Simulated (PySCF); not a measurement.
Trend along the fifth-period p block: MSi molecules

PBE0 with triple-zeta basis sets in PySCF, for the lowest determinant that a PBE0 search found; no spin–orbit coupling. De refers to high-spin ground-configuration atoms. A positive dipole means M(−)Si(+).

```json
{"M": "In", "basis": "x2c-TZVPPall", "state (unpaired electrons)": "quartet (σ ↑, π ↑↑)", "Re (Å)": "2.607", "ωe (cm⁻¹)": "263", "De (eV)": "2.36", "μ (D)": "-2.03"}
{"M": "Sn", "basis": "def2-TZVPP", "state (unpaired electrons)": "triplet (π ↑↑)", "Re (Å)": "2.511", "ωe (cm⁻¹)": "355", "De (eV)": "2.76", "μ (D)": "-1.09"}
{"M": "Sb", "basis": "def2-TZVPP", "state (unpaired electrons)": "doublet (π ↑)", "Re (Å)": "2.374", "ωe (cm⁻¹)": "431", "De (eV)": "2.81", "μ (D)": "-0.08"}
{"M": "Te", "basis": "def2-TZVPP", "state (unpaired electrons)": "singlet (closed shell)", "Re (Å)": "2.269", "ωe (cm⁻¹)": "497", "De (eV)": "4.63", "μ (D)": "0.76"}
{"M": "I", "basis": "def2-TZVPP", "state (unpaired electrons)": "doublet (π ↑)", "Re (Å)": "2.443", "ωe (cm⁻¹)": "363", "De (eV)": "3.33", "μ (D)": "0.57"}
```

The shortest bond is that of SiTe (2.269 Å), the longest that of InSi (2.607 Å). SiTe is bound most strongly (4.63 eV) and InSi least (2.36 eV).

The rows differ in basis set, which adds steps of its own.

The state changes along the series, so neighbouring rows are not always alike in their bonding.

These are scalar-relativistic numbers at best; spin–orbit coupling would shift them, the dissociation energy most. States were picked by a PBE0 search and need not be the measured ground states.
